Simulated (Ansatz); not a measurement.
Basis-set extrapolation for C6H13ClSi, SMILES `C=C[Si](Cl)(CC)CC` (PBE0-D4/def2-TZVP geometry, frozen core, Ansatz 0.2.0). Multiplicity 1, RHF reference.

|  | def2-TZVPP | def2-QZVPP |
| --- | --- | --- |
| HF | -983.384405 | -983.416775 |
| MP2 correlation | -1.340479 | -1.433925 |
| CCSD(T) correlation | -1.488532 | not run |

Energies in hartree. Use E(X) = E(∞) + A·exp(−7.88·√X) for Hartree–Fock and E(X) = E(∞) + B·X^(−2.97) for correlation, with X = 3 and 4, and add CCSD(T) minus MP2 of the smaller set to the MP2 limit.

Q: What is the CCSD(T) energy at the basis-set limit?

A: HF limit: -983.416775 + (-0.032370) × 0.13774 = -983.42123. MP2 limit: -1.433925 + (-0.093446) × 0.74074 = -1.50314. Higher-order term: -1.488532 − (-1.340479) = -0.14805. Total: -985.07242 hartree, 523.7 kJ/mol below CCSD(T)/def2-TZVPP.
